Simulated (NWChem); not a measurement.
Species: SrHSCl; SMILES [SH][Sr][Cl]

```xyz
4

Sr    -0.4742    -0.0375     0.0001
Cl     0.5433    -2.4375    -0.0001
S      0.5900     2.4884     0.0001
H     -0.6578     3.0481    -0.0040
```
Atoms are numbered in this order, from 1.

Results from NWChem. The geometry was optimised at PBE-D3(BJ)/def2-SVP. def2 effective core potentials on Sr; no spin-orbit coupling. Level PBE/def2-SVP: energy and gradient on several grids; changes count from the extra-fine grid, which is no exact limit either.

```csv
grid,size of the energy change (μHa),largest change of a gradient component (μHa/bohr)
xcoarse,300,1000
coarse,< 10,400
medium,< 10,< 30
fine,< 10,< 30
xfine,< 10,< 30
```
